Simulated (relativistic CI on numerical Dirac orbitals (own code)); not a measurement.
# One change at a time: Ta⁵⁴⁺

Base calculation: Dirac-Coulomb-Breit CI, KLI orbitals optimised for each configuration, model QED, unscaled Slater integrals.

Configuration list (outside the closed core [Ne]): 3s²3p⁶3d, 3s²3p⁵3d², 3s3p⁶3d², 3s²3p⁶4s, 3s²3p⁶4p, 3s²3p⁶4d, 3s²3p⁵3d4s, 3s²3p⁶4f, 3s²3p⁵3d4p, 3p⁶3d³, 3p⁵3d⁴, 3p⁵3d³4s. Double excitations out of closed p, d and f shells are left out; levels of such configurations are missing from the list, as are those of other unlisted configurations, and high levels can miss mixing partners. These lack a partner that the ground configuration has and come out too high: 3s²3p⁵3d4p.

Variants: (1) P86 correlation estimate; (2) one mean potential for all configurations. Shifts of the energy above 3s²3p⁶3d ²D3/2, in eV, for the lowest level and the first level of each name with at least 55 % of one term (blank where a level changes its place among those of its configuration and J or its character, or is not in the variant):

| Level | Base | Δ(1) | Δ(2) |
| --- | --- | --- | --- |
| 3s²3p⁶3d ²D3/2 | 0.000 | 0.000 | 0.000 |
| 3s²3p⁶3d ²D5/2 | 72.600 | 0.000 | +0.011 |
| 3s²3p⁵3d² ⁴D°1/2 | 249.847 | +0.484 | -0.110 |
| 3s²3p⁵3d² ⁴G°9/2 | 319.698 | +0.484 | -0.113 |
| 3s²3p⁵3d² ²H°11/2 | 330.508 | +0.484 | -0.111 |
| 3s²3p⁵3d² ²G°9/2 | 347.849 | +0.484 | -0.110 |
| 3s²3p⁵3d² ²F°5/2 | 374.005 | +0.484 | -0.114 |
| 3s²3p⁵3d² ²P°1/2 | 380.791 | +0.484 | -0.118 |
| 3s²3p⁵3d² ⁴G°11/2 | 392.721 | +0.484 | -0.115 |
| 3s3p⁶3d² ⁴F3/2 | 789.620 | +0.700 | +0.088 |
| 3s3p⁶3d² ⁴P1/2 | 818.761 | +0.700 | +0.106 |
| 3s3p⁶3d² ⁴F7/2 | 859.317 | +0.700 | +0.065 |
| 3s3p⁶3d² ⁴P3/2 | 870.504 | +0.700 | +0.078 |
| 3s3p⁶3d² ²G9/2 | 875.400 | +0.700 | +0.073 |

At this charge energies of transitions that change n are usually good to better than 1 %, and those within a shell (Δn = 0) to a few per cent.

Ionisation energy from the two ground configurations alone: base 5158.88 eV; P86 correlation estimate 5160.66 eV. The NIST ASD value (theoretical) is 5159 eV.

LS names give the leading component of a level, which can be under half, so a name can repeat, a term be missing and a line seem to break the LS rules.
